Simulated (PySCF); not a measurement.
CH₁₀O₂Si₃. Atoms are numbered in the order given.

```xyz
16

C      2.2500    -0.2430     0.8630
Si     1.3277     0.4899    -0.5987
O      1.3847    -0.4819    -1.9675
Si    -0.9137     0.7137     0.0353
O     -1.0920     1.4768     1.5283
Si    -1.6948    -1.4671     0.2951
H      3.3253    -0.3581     0.6538
H      2.1322     0.4146     1.7407
H      1.8425    -1.2308     1.1342
H      1.9636     1.7777    -0.9984
H      0.8465    -1.2799    -1.9553
H     -1.7206     1.3917    -1.0306
H     -0.8037     2.3947     1.5692
H     -0.9729    -2.1368     1.4180
H     -3.1649    -1.5718     0.5225
H     -1.3572    -2.2123    -0.9621
```

Geometry: ωB97X-D3(BJ)/def2-SVP. The structure was generated by enumeration; whether it is a known compound was not checked. Other conformers were not sampled.

Level of theory: PySCF with HF/def2-TZVP.

Isolated molecule, no solvent.

### Question
Estimate the frontier levels, gap, dipole moment. (Estimate from the structure and the level; the computed values follow.)

### Answer

| Item | Value |
|---|---|
| highest occupied level | -9.89 eV |
| lowest empty level | 2.20 eV |
| orbital gap | 12.09 eV |
| dipole moment | 0.89 D |
| quadrupole, principal values (traceless, Buckingham form, about the centre of nuclear charge) | -14.10, 1.87, 12.24 D·Å |
